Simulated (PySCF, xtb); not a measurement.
C5H15NSi, SMILES CN(C)[Si](C)(C)C.

xtb with GFN2-xTB at its own geometry gives an orbital gap of 5.99 eV and a dipole moment of 0.63 D.

Coordinates come from a PBE0-D3(BJ)/def2-SVP optimisation. The isomer is the one that the SMILES or the coordinates give; other isomers of the formula were not compared. One conformer was computed; it need not be the lowest.

Question: What does PySCF with CAM-B3LYP/def2-SVP give? (An estimate is asked for; the answer gives what the named calculation found.)

Answer: gap 9.47 eV (levels -7.20 and 2.27 eV), dipole 0.17 D.
